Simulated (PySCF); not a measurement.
**Radial density of Rh(2+) (rhodium, charge +2)**

B3LYP, [Kr] 4d7, high-spin 4F determinant. Calculation: PySCF 2.14, in aug-cc-pVTZ-DK (9s8p6d3f2g, 102 functions); the spin-free X2C one-electron Hamiltonian (Gaussian nucleus).

```json
{"r (bohr)": "0.0268", "4πr²ρ (e/bohr)": "56.33", "4πr²(ρα − ρβ)": "-0.0007"}
{"r (bohr)": "0.0450", "4πr²ρ (e/bohr)": "48.56", "4πr²(ρα − ρβ)": "0.0020"}
{"r (bohr)": "0.0757", "4πr²ρ (e/bohr)": "63.94", "4πr²(ρα − ρβ)": "0.0341"}
{"r (bohr)": "0.127", "4πr²ρ (e/bohr)": "65.63", "4πr²(ρα − ρβ)": "0.2209"}
{"r (bohr)": "0.214", "4πr²ρ (e/bohr)": "47.13", "4πr²(ρα − ρβ)": "0.5532"}
{"r (bohr)": "0.360", "4πr²ρ (e/bohr)": "52.81", "4πr²(ρα − ρβ)": "0.2195"}
{"r (bohr)": "0.606", "4πr²ρ (e/bohr)": "16.55", "4πr²(ρα − ρβ)": "0.3960"}
{"r (bohr)": "1.02", "4πr²ρ (e/bohr)": "15.27", "4πr²(ρα − ρβ)": "2.3604"}
{"r (bohr)": "1.72", "4πr²ρ (e/bohr)": "4.874", "4πr²(ρα − ρβ)": "1.4142"}
{"r (bohr)": "2.88", "4πr²ρ (e/bohr)": "0.4546", "4πr²(ρα − ρβ)": "0.1607"}
{"r (bohr)": "4.85", "4πr²ρ (e/bohr)": "0.005736", "4πr²(ρα − ρβ)": "0.0015"}
{"r (bohr)": "8.16", "4πr²ρ (e/bohr)": "1.573e-05", "4πr²(ρα − ρβ)": "0.0000"}
```

Densities and radii are taken from the X2C orbitals without a picture-change correction, which distorts them close to the nucleus.
